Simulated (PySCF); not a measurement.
Field gradients from PBE0/pcSseg-1 densities (PySCF, non-relativistic) at GFN2-xTB geometries, isolated species, one conformer each; χzz is the principal value of largest magnitude, with Q(17O) = −0.0256 b, Q(35Cl) = −0.0817 b, Q(14N) = 0.02044 b. GFN2-xTB bond lengths can be off by several hundredths of an ångström, more for odd bonds, and the gradients follow them. A larger basis could move these couplings by a tenth or more.

(1) Rank these 17O sites by the size of the quadrupole coupling, smallest first.
A. The carbonyl oxygen of `CC(=O)[Si@@H](Cl)C1=C(Cl)CC1`
B. O1 (carbonyl oxygen) in `[O:1]=[C:2]([F:3])[c:4]1[cH:5][c:6]([Cl:7])[cH:8][o:9]1`
C. The carbonyl oxygen of `CC(C)C[C@H](F)C(=O)Cl`
D. O3 (ketone oxygen) in `[CH3:1][C:2](=[O:3])[C@@H:4]1[CH2:5][SiH2:6][O:7][Si@H:8]1[Cl:9]`
E. O5 (furan-type oxygen) in `[O:1]=[C:2]([F:3])[c:4]1[o:5][cH:6][cH:7][c:8]1[Cl:9]`
F. O4 (siloxane oxygen) in `[CH2:1]=[C:2]([SiH2:3][O:4][SiH2:5][Cl:6])[C:7]([CH3:8])=[O:9]`

(2) These 35Cl couplings (χzz in MHz, η) are listed in rising order: (-80.14, 0.04); (-74.03, 0.01); (-70.18, 0.14); (-63.82, 0.39); (-36.28, 0.09). Assign them to: the chlorine bonded to C of `CCC[C@@](C)(F)C(=O)Cl`; the silicon-bound chlorine of `C=C([SiH2]O[SiH2]Cl)C(C)=O`; the aryl chlorine of `O=C(F)c1cc(Cl)co1`; the alkyl chlorine of `F[C@@H]1C[C@@H](Cl)CCCO1`; Cl8 (vinyl chlorine) in `[CH3:1][C:2](=[O:3])[Si@@H:4]([Cl:5])[C:6]1=[C:7]([Cl:8])[CH2:9][CH2:10]1`.

(3) Rank these 14N sites by the size of the quadrupole coupling, smallest first.
A. The pyrrole-type nitrogen of `Clc1ccc2cccn2c1`
B. The silicon-bound nitrogen of `CCN[SiH2]C(C)C`
C. The pyridine-type nitrogen of `C[SiH2][P-]c1ccncc1`

Answers

(1) F (6.556 MHz), E (8.784 MHz), B (9.157 MHz), C (9.744 MHz), D (11.36 MHz), A (12.54 MHz).

(2) -80.14 MHz, η 0.04: the aryl chlorine of `O=C(F)c1cc(Cl)co1`; -74.03 MHz, η 0.01: the alkyl chlorine of `F[C@@H]1C[C@@H](Cl)CCCO1`; -70.18 MHz, η 0.14: Cl8 (vinyl chlorine) in `[CH3:1][C:2](=[O:3])[Si@@H:4]([Cl:5])[C:6]1=[C:7]([Cl:8])[CH2:9][CH2:10]1`; -63.82 MHz, η 0.39: the chlorine bonded to C of `CCC[C@@](C)(F)C(=O)Cl`; -36.28 MHz, η 0.09: the silicon-bound chlorine of `C=C([SiH2]O[SiH2]Cl)C(C)=O`.

(3) A (1.795 MHz), C (4.521 MHz), B (4.890 MHz).

All sites together:

| nucleus | site | Vzz (au) | η | χzz (MHz) |
| --- | --- | --- | --- | --- |
| 17O | the carbonyl oxygen of CC(C)C[C@H](F)C(=O)Cl | -1.620 | 0.46 | 9.744 |
| 17O | O1 (carbonyl oxygen) in [O:1]=[C:2]([F:3])[c:4]1[cH:5][c:6]([Cl:7])[cH:8][o:9]1 | -1.522 | 0.35 | 9.157 |
| 17O | O3 (ketone oxygen) in [CH3:1][C:2](=[O:3])[C@@H:4]1[CH2:5][SiH2:6][O:7][Si@H:8]1[Cl:9] | -1.889 | 0.40 | 11.36 |
| 17O | the carbonyl oxygen of CC(=O)[Si@@H](Cl)C1=C(Cl)CC1 | -2.085 | 0.59 | 12.54 |
| 17O | O4 (siloxane oxygen) in [CH2:1]=[C:2]([SiH2:3][O:4][SiH2:5][Cl:6])[C:7]([CH3:8])=[O:9] | 1.090 | 0.17 | -6.556 |
| 17O | O5 (furan-type oxygen) in [O:1]=[C:2]([F:3])[c:4]1[o:5][cH:6][cH:7][c:8]1[Cl:9] | 1.460 | 0.00 | -8.784 |
| 35Cl | the chlorine bonded to C of CCC[C@@](C)(F)C(=O)Cl | 3.325 | 0.39 | -63.82 |
| 35Cl | the silicon-bound chlorine of C=C([SiH2]O[SiH2]Cl)C(C)=O | 1.890 | 0.09 | -36.28 |
| 35Cl | the aryl chlorine of O=C(F)c1cc(Cl)co1 | 4.175 | 0.04 | -80.14 |
| 35Cl | the alkyl chlorine of F[C@@H]1C[C@@H](Cl)CCCO1 | 3.856 | 0.01 | -74.03 |
| 35Cl | Cl8 (vinyl chlorine) in [CH3:1][C:2](=[O:3])[Si@@H:4]([Cl:5])[C:6]1=[C:7]([Cl:8])[CH2:9][CH2:10]1 | 3.656 | 0.14 | -70.18 |
| 14N | the pyridine-type nitrogen of C[SiH2][P-]c1ccncc1 | -0.941 | 0.07 | -4.521 |
| 14N | the pyrrole-type nitrogen of Clc1ccc2cccn2c1 | -0.374 | 0.31 | -1.795 |
| 14N | the silicon-bound nitrogen of CCN[SiH2]C(C)C | -1.018 | 0.38 | -4.890 |
